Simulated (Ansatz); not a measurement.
CH$_{6}$N$_{2}$O$_{2}$Si at its PBE0-D4/def2-TZVP geometry, where that method's forces vanish. The species carries charge 0 and has multiplicity 1. The bonds changed during the relaxation, so this is another structure than the one it started from.

```xyz
12

N     0.9861   -0.2035    1.4892
Si   -0.9376   -0.6818    1.4021
N    -1.1367    0.2568   -0.1575
C    -0.2958    0.3445   -1.1960
O     0.8571   -0.0739   -1.2208
O    -0.8181    0.9860   -2.2615
H     1.1626    0.6952    1.9228
H     1.5099   -0.9127    1.9899
H    -0.4908   -1.9911    0.7596
H    -2.0038    0.7516   -0.2986
H     1.2839   -0.1855    0.4945
H    -0.1168    1.0145   -2.9237
```

Q: What forces (eV/Å) does B3LYP-D4/def2-TZVPP give on these atoms in Ansatz 0.2.0? (Estimate.)

A: The calculation gave: 
```
N1   0.135  0.022 -0.005
Si2 -0.153 -0.168  0.107
N3  -0.170  0.060  0.066
C4  -0.070 -0.042  0.136
O5   0.302 -0.105 -0.040
O6  -0.094  0.168 -0.314
H7   0.025 -0.004 -0.001
H8   0.023  0.016  0.000
H9  -0.026  0.027  0.033
H10 -0.001 -0.007  0.002
H11  0.044  0.002  0.079
H12 -0.017  0.032 -0.063
```

B3LYP here is the variant with VWN-RPA as its local correlation; programs differ in this.
